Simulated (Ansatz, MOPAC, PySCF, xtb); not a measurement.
Complex: SiH4 (SMILES [SiH4]) (first 5 atoms) with C3H4 (SMILES C=C=C); geometry from B3LYP-D3(BJ)/def2-TZVP, rigid monomers moved along the line of their centres of mass till Si1···C6 is 3.29 Å.
(charge 0, multiplicity 1):
```xyz
12

Si    -0.114     0.346     0.252
H      1.228     0.621     0.809
H     -0.015     0.247    -1.224
H     -1.040     1.446     0.601
H     -0.627    -0.933     0.787
C     -0.443     1.010     3.461
C      0.062    -0.188     3.475
C      0.567    -1.386     3.477
H      0.183     1.883     3.319
H     -1.507     1.174     3.589
H      0.659    -1.955     2.559
H      0.911    -1.852     4.393
```

```json
[
 {"level": "GFN-FF", "interaction energy (kJ/mol)": "-0.9", "cost": "-"},
 {"level": "AM1", "interaction energy (kJ/mol)": "15.7", "cost": "-"},
 {"level": "PM3", "interaction energy (kJ/mol)": "7.6", "cost": "-"},
 {"level": "PM6", "interaction energy (kJ/mol)": "-2.4", "cost": "-"},
 {"level": "HF/STO-3G (no counterpoise)", "interaction energy (kJ/mol)": "13.7", "cost": "-"},
 {"level": "HF/aug-cc-pV(D+d)Z", "interaction energy (kJ/mol)": "16.7", "cost": "-"},
 {"level": "BP86/6-31G* (no counterpoise)", "interaction energy (kJ/mol)": "7.3", "cost": "-"},
 {"level": "B3LYP/6-311+G** (no counterpoise)", "interaction energy (kJ/mol)": "11.0", "cost": "-"},
 {"level": "PBE0-D3(BJ)/def2-TZVPPD", "interaction energy (kJ/mol)": "-5.2", "cost": "×1"},
 {"level": "wB97X-V/def2-TZVPPD", "interaction energy (kJ/mol)": "-3.0", "cost": "×3"},
 {"level": "MP2/6-31G*", "interaction energy (kJ/mol)": "8.7", "cost": "-"},
 {"level": "SCS-MP2/aug-cc-pV(D+d)Z", "interaction energy (kJ/mol)": "2.7", "cost": "-"},
 {"level": "CCSD/aug-cc-pV(D+d)Z", "interaction energy (kJ/mol)": "2.4", "cost": "-"},
 {"level": "CCSD(T)/aug-cc-pV(D+d)Z", "interaction energy (kJ/mol)": "0.1", "cost": "×10"}
]
```

The rows run from -5.2 (PBE0-D3(BJ)/def2-TZVPPD) to 16.7 kJ/mol (HF/aug-cc-pV(D+d)Z). In aug-cc-pV(D+d)Z the value moves HF 16.7, CCSD 2.4, CCSD(T) 0.1, a shift of -16.6 from HF to CCSD(T).

Monomers are frozen at their geometry in the pair; levels with a basis set take the counterpoise correction. Rows marked so take none.

Cores are frozen in the correlated methods. Rows in 6-311+G**, 6-31G*, STO-3G carry no dispersion term and start afresh at each structure (6-31G* with six Cartesian d functions). MP2/6-31G* freezes PySCF's default core. The state reached by AM1, PM3, PM6 isn't checked.

Codes used: Ansatz (an electronic-structure program) with Gaussian orbitals; MOPAC for AM1, PM3, PM6 (differences of heats of formation); PySCF for 6-311+G** rows, 6-31G* rows, STO-3G rows, the dispersion terms; xtb for the GFN methods. Values without a source in brackets are computed.

Costs are rough ratios of core time to PBE/def2-TZVPPD (about 8 s over the structures, on one shared machine); a dash marks a level with no comparable run of its own.
